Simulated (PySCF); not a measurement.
Isomers of C6H14N2, mass 114.116 u with the commonest isotopes. Theory: PySCF, PBE0-D3(BJ)/def2-SVP geometry optimisation, gas phase. One conformer each, none proved a minimum here; rigid rotors.

**Question.** Order these by dipole moment, largest first.
A. `[CH3:1]/[N:2]=[CH:3]\[CH2:4][CH2:5][CH2:6][NH:7][CH3:8]` with N2–C3–C4–C5 180°, C3–C4–C5–C6 -178°, C4–C5–C6–N7 -178°, C5–C6–N7–C8 179°
B. `[NH2:1][CH2:2][CH2:3][CH2:4][NH:5][CH:6]1[CH2:7][CH2:8]1` with H–N1–C2–C3 179° and -64°, N1–C2–C3–C4 -177°, C2–C3–C4–N5 178°, C3–C4–N5–C6 67°, C4–N5–C6–C7 -157°
C. `[CH2:1]=[CH:2][N:3]([CH3:4])[N:5]([CH3:6])[CH2:7][CH3:8]` with C1–C2–N3–C4 -6°, C2–N3–N5–C6 95°, N3–N5–C7–C8 56°

**Answer.** A (2.49 D), C (1.96 D), B (1.23 D).

**Question.** Order these by radius of gyration √(Σ m r²/M), smallest first.
A. `[CH2:1]=[CH:2][N:3]([CH3:4])[N:5]([CH3:6])[CH2:7][CH3:8]` with C1–C2–N3–C4 -6°, C2–N3–N5–C6 95°, N3–N5–C7–C8 56°
B. `[CH3:1]/[N:2]=[CH:3]\[CH2:4][CH2:5][CH2:6][NH:7][CH3:8]` with N2–C3–C4–C5 180°, C3–C4–C5–C6 -178°, C4–C5–C6–N7 -178°, C5–C6–N7–C8 179°
C. `[NH2:1][CH2:2][CH2:3][CH2:4][NH:5][CH:6]1[CH2:7][CH2:8]1` with H–N1–C2–C3 179° and -64°, N1–C2–C3–C4 -177°, C2–C3–C4–N5 178°, C3–C4–N5–C6 67°, C4–N5–C6–C7 -157°

**Answer.** A (2.020 Å), C (2.456 Å), B (2.813 Å).

**Question.** Order these by rotational constant C, smallest first.
A. `[CH3:1]/[N:2]=[CH:3]\[CH2:4][CH2:5][CH2:6][NH:7][CH3:8]` with N2–C3–C4–C5 180°, C3–C4–C5–C6 -178°, C4–C5–C6–N7 -178°, C5–C6–N7–C8 179°
B. `[CH2:1]=[CH:2][N:3]([CH3:4])[N:5]([CH3:6])[CH2:7][CH3:8]` with C1–C2–N3–C4 -6°, C2–N3–N5–C6 95°, N3–N5–C7–C8 56°
C. `[NH2:1][CH2:2][CH2:3][CH2:4][NH:5][CH:6]1[CH2:7][CH2:8]1` with H–N1–C2–C3 179° and -64°, N1–C2–C3–C4 -177°, C2–C3–C4–N5 178°, C3–C4–N5–C6 67°, C4–N5–C6–C7 -157°

**Answer.** A (565.1 MHz), C (753.5 MHz), B (1254 MHz).

| SMILES | point group | Ia (u·Å²) | Ib (u·Å²) | Ic (u·Å²) | κ | μa (D) | μb (D) | μc (D) |
| --- | --- | --- | --- | --- | --- | --- | --- | --- |
| C/N=C\CCCNC | – | 58.92 | 852.33 | 894.37 | -0.99 | 1.88 | 1.43 | 0.81 |
| NCCCNC1CC1 | C1 | 107.73 | 597.83 | 670.69 | -0.95 | 0.68 | 0.55 | 0.87 |
| C=CN(C)N(C)CC | C1 | 180.47 | 348.05 | 403.05 | -0.74 | 1.51 | 0.92 | 0.84 |
